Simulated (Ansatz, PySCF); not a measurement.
Gas-phase reaction in SMILES: [SiH3]c1ccc[nH]1 [1H-pyrrol-2-ylsilane] + 5 C (CH4) + N (NH3) → 2 C=C (C2H4) + CC (C2H6) [ethane] + 2 CN (CH5N) [methanamine] + C[SiH3]
Structures are relaxed separately at B3LYP-D3(BJ)/def2-TZVP in Ansatz (an electronic-structure program). Frequencies are from Ansatz or PySCF.

Wanted: bond separation energy (enthalpy at 298 K, with B3LYP-D3(BJ) rigid-rotor harmonic-oscillator terms), in kcal/mol. Correlated levels leave the core frozen unless marked. Spin-orbit coupling is left out. No relativistic terms. CBS marks a two-point X^-3 extrapolation of the correlation energy; Hartree-Fock from the larger set. The bracket is a focal-point correction in the basis named.

RI-MP2/CBS(cc-pV(T+d)Z,cc-pV(Q+d)Z)+[CCSD(T)-MP2]/cc-pV(T+d)Z (Ansatz) gives 54.3 kcal/mol.

Another calculation gave 56.9 kcal/mol. Which level was it?
(A) B3LYP/def2-TZVPD (Ansatz)
(B) r2SCAN/def2-TZVPD (Ansatz)
(C) BHLYP/def2-TZVPD (Ansatz)
(D) PBE0/def2-TZVPD (Ansatz)

D, PBE0/def2-TZVPD (Ansatz). The others give 60.4 (r2SCAN), 51.1 (BHLYP), 53.9 (B3LYP) kcal/mol.
